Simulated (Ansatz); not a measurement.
Cartesian coordinates (Å):
SMILES: NB(N)N
```xyz
10

N     -1.0506    -0.9461    -0.2041
B      0.0000     0.0002     0.0000
N      1.3632    -0.4257    -0.0389
N     -0.3127     1.3737     0.2431
H     -2.0234    -0.7056    -0.1584
H     -0.8887    -1.9272    -0.3367
H      1.6358    -1.3849    -0.1487
H      2.1352     0.1885     0.1436
H     -1.2465     1.7377     0.1936
H      0.3877     2.0894     0.3065
```
Charge 0, spin multiplicity 1.

Computed with frozen-core CCSD(T)/cc-pVTZ // B3LYP-D3(BJ)/def2-TZVP (Ansatz, a first-principles code).

```json
{
 "HF energy": "-191.73156 Ha",
 "MP2 correlation energy": "-0.74435 Ha"
}
```

Q: Estimate the CCSD correlation energy, the (T) correction, the total energy and the T1 diagnostic.

A: 
The CCSD correlation energy comes out as -0.77113 Ha and the (T) correction is -0.02889 Ha. The CCSD(T) total energy is -192.53158 Ha and the T1 diagnostic is 0.009.
